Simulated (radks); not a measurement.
Coulomb parameter of the 5d shell of neutral osmium in the model configuration [Xe] 4f14 5d7 6s1, as a second difference U = [E(n + 0.5) + E(n - 0.5) - 2 E(n)] / (0.5)^2 with all orbitals relaxed. "Bare": the charge of the atom changes with n. "Screened": the 6s shell takes up the change at fixed total charge, which measures U(5d,5d) + U(6s,6s) - 2 U(5d,6s). Method: scalar-relativistic Kohn-Sham, BLYP, spin-unpolarised, spherical densities, point nucleus; computed with a radial shooting solver on a logarithmic mesh with Libxc functionals.

| case | configuration | E - E(n) (eV) |
|---|---|---|
| start | [Xe] 4f14 5d7 6s1 | 0.000 |
| bare +0.5 | [Xe] 4f14 5d7.5 6s1 | -1.308 |
| bare -0.5 | [Xe] 4f14 5d6.5 6s1 | 3.393 |
| screened +0.5 | [Xe] 4f14 5d7.5 6s0.5 | 0.491 |
| screened -0.5 | [Xe] 4f14 5d6.5 6s1.5 | -0.299 |

U(bare) = 8.341 eV, U(screened by 6s) = 0.767 eV, against the Slater integral F0(5d,5d) = 13.107 eV with frozen orbitals. The step up makes a negative ion, whose loosely bound charge lowers the bare value.
